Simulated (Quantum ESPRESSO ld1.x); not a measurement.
Kr27+, configuration [He] 2s2 2p5 (the NIST ground configuration). All-electron calculation, non-relativistic Kohn-Sham, LDA (Slater exchange, Perdew-Zunger correlation), spin-polarised, spherical densities, point nucleus; open shells are filled with parallel spins first. Program: ld1.x of Quantum ESPRESSO 7.5.

Normalised radial functions P(r) = r R(r), r in bohr:

```
   r/bohr * 1s down (the largest magnitude, 4.37, reaches the edge; | marks zero)
 0.003334 |               *
  0.00404 |                  *
 0.004895 |                     *
 0.005931 |                         *
 0.007244 |                             *
 0.008778 |                                 *
  0.01064 |                                      *
  0.01289 |                                          *
  0.01562 |                                               *
  0.01907 |                                                   *
  0.02311 |                                                     *
    0.028 |                                                      *
  0.03393 |                                                     *
  0.04111 |                                                  *
  0.05021 |                                            *
  0.06084 |                                    *
  0.07372 |                            *
  0.08932 |                   *
   0.1082 |            *
   0.1311 |      *
   0.1602 |  *
   0.1941 |*
   0.2352 *
   0.2849 *
   0.3452 *
   0.4217 *
   0.5109 *
   0.6191 *
```

1s down: eigenvalue -15349.6 eV, 0 radial nodes, <r> = 0.0424 bohr, 90 % of the charge inside 0.0755 bohr.
